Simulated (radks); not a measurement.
Question: The table gives one normalised radial function P(r) = r R(r) (large component) of K2+ in [Ne] 3s2 3p5 (r in bohr). Calculated with a radial shooting solver on a logarithmic mesh with Libxc functionals: Dirac Kohn-Sham, PBE, spin-unpolarised, spherical densities, point nucleus; open shells fill j = l - 1/2 first.

r,P
0.00424,0.6481
0.006078,0.8939
0.008642,1.2066
0.01239,1.6052
0.01761,2.0602
0.02504,2.5369
0.0359,2.9537
0.05104,3.1513
0.07316,2.9816
0.104,2.3894
0.1491,1.4974
0.212,0.6823
0.3015,0.1969
0.4321,0.0285
0.6144,0.0017
0.8806,0.0000
1.252,0.0000
1.795,0.0000
2.552,0.0000
3.629,0.0000

Which n and l does it have? It may be an empty orbital.

Answer: n = 1, l = 0: the number of nodes gives n - l - 1 = 0, the rise at small r points to l (this Dirac orbital starts as r^gamma with gamma = sqrt((l + 1)^2 - (Z/c)^2) = 0.99; the j = 1/2 orbital of l + 1 starts with the same power, but with a smaller coefficient, and then steepens), and the extent must fit the shell. The curve is that of 1s1/2. 1s1/2: eigenvalue -3545.7 eV, 0 radial nodes, <r> = 0.0810 bohr, 90 % of the charge inside 0.145 bohr.
